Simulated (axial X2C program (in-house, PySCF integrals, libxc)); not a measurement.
# Spin–orbit effects down a group: molecules with Zr, PBE0

All values come from calculations with an in-house relativistic program for diatomic molecules, spin-free (one-electron X2C) or two-component (2c: spin–orbit coupling with atomic mean-field Coulomb and Gaunt terms, which also bring small scalar terms), in Dyall basis sets with cores contracted in-house; open shells are unrestricted.

Basis sets: Br dyall-cv3z, Cl dyall-av3z, F dyall-av3z, I dyall-cv3z, Zr dyall-cv3z.

```json
{"molecule": "ZrF", "spin-free state": "M_S = 3/2, Λ = 0", "Re (Å)": "1.878", "ωe (cm⁻¹)": "658.4", "De (eV)": "6.57", "2c state": "Ω = 3/2", "Re 2c (Å)": "1.878", "ωe 2c (cm⁻¹)": "658.4", "De 2c (eV)": "n/a"}
{"molecule": "ZrCl", "spin-free state": "M_S = 3/2, Λ = 0", "Re (Å)": "2.328", "ωe (cm⁻¹)": "388.2", "De (eV)": "5.01", "2c state": "Ω = 3/2", "Re 2c (Å)": "2.328", "ωe 2c (cm⁻¹)": "388.1", "De 2c (eV)": "n/a"}
{"molecule": "ZrBr", "spin-free state": "M_S = 3/2, Λ = 0", "Re (Å)": "2.477", "ωe (cm⁻¹)": "275.9", "De (eV)": "4.45", "2c state": "Ω = 3/2", "Re 2c (Å)": "2.478", "ωe 2c (cm⁻¹)": "275.6", "De 2c (eV)": "n/a"}
{"molecule": "ZrI", "spin-free state": "M_S = 3/2, Λ = 0", "Re (Å)": "2.699", "ωe (cm⁻¹)": "219.7", "De (eV)": "3.77", "2c state": "Ω = 3/2", "Re 2c (Å)": "2.726", "ωe 2c (cm⁻¹)": "213.5", "De 2c (eV)": "n/a"}
```

Work out the shifts from the spin-free to the two-component result.



```
molecule  2c state      ΔRe (Å)   Δωe (cm⁻¹)  ΔDe (eV)
     ZrF   Ω = 3/2        0.000          0.0       n/a
    ZrCl   Ω = 3/2        0.000         -0.1       n/a
    ZrBr   Ω = 3/2        0.001         -0.3       n/a
     ZrI   Ω = 3/2  other state  other state       n/a
```

Shifts of one unit in the last digit are rounding.

Each entry is the lowest single determinant of a limited PBE0 search at one distance. De goes to single-determinant-based atoms at the same level (for ions the charge split of lowest energy) and is withheld (n/a) where an atom does not fit its ground term or J level. Main or longest-lived isotopes. One determinant is a doubtful description, or other states lie close, for ZrF, ZrCl, ZrBr, ZrI; these need not be ground states, and all values refer to the states named. With several unpaired electrons the Ω given is that of one determinant, not necessarily of the lowest component. The functionals have no current term, which raises determinants with orbital currents. The lowest determinant changes configuration between the Hamiltonians for ZrI, so two states are compared there.
